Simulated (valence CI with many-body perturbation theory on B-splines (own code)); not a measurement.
Pr⁹⁺: fill in the table

Level of theory: configuration interaction combined with many-body perturbation theory (CI+MBPT): four valence electrons over a frozen Dirac-Fock core [Kr] 4d10, radial functions for each j: 8 s, 8 p, 9 d, 9 f, 6 g, 3 h, 2 i, with the one-electron correlation potential Σ1, the two-electron term Σ2, the three-electron term Σ3, Breit, model QED; selected CI, second order for the rest, scaled by the run's own slope (own B-spline code, finite nucleus).

No measured levels were compared; by estimate terms of the open shell hold to a few per cent of their energy, and close levels can change places; configurations with another count of f electrons can be misplaced by thousands of cm⁻¹. Core correlation moves these levels by up to 49000 cm⁻¹, and in measured spectra 5 to 20 % of such shifts remained as error; rates that hang on mixing are uncertain with them.

| Level | E (cm⁻¹) |
| --- | --- |
| (5s^2 5p1/2^2) J=0 | 0.0 |
| (4f5/2 5s^2 5p1/2) J=3 | ? |
| (4f5/2 5s^2 5p1/2) J=2 | 25249 |
| (4f7/2 5s^2 5p1/2) J=3 | ? |
| (5s^2 5p1/2 5p3/2) J=1 | 28526 |
| (4f7/2 5s^2 5p1/2) J=4 | 30166 |
| (5s^2 5p1/2 5p3/2) J=2 | 36586 |
| (4f5/2 5s^2 5p3/2) J=3 | 56515 |
| (4f7/2 5s^2 5p3/2) J=4 | 60053 |
| (4f5/2 5s^2 5p3/2) J=2 | 62873 |
| (4f7/2 5s^2 5p3/2) J=5 | ? |
| (4f7/2 5s^2 5p3/2) J=3 | ? |
| (5s^2 5p3/2^2) J=2 | ? |
| (4f5/2 5s^2 5p3/2) J=1 | 68241 |
| (4f5/2 5s^2 5p3/2) J=4 | 70914 |
| (4f5/2^2 5s^2) J=4 | 76338 |
| (4f5/2 4f7/2 5s^2) J=5 | 78684 |
| (4f7/2^2 5s^2) J=6 | 81169 |
| (4f5/2^2 5s^2) J=2 | 82590 |
| (4f7/2 5s^2 5p3/2) J=2 | ? |

Levels are named by their leading jj configuration (3d3/2^4 stands for four electrons in 3d with j = 3/2), which in mixed levels can hold well under half, so a name can repeat and another be missing.

Q: The levels stand in rising order. What does the calculation give for the missing energies?

A: (4f5/2 5s^2 5p1/2) J=3 22989; (4f7/2 5s^2 5p1/2) J=3 28174; (4f7/2 5s^2 5p3/2) J=5 64837; (4f7/2 5s^2 5p3/2) J=3 64876; (5s^2 5p3/2^2) J=2 67820; (4f7/2 5s^2 5p3/2) J=2 83264.
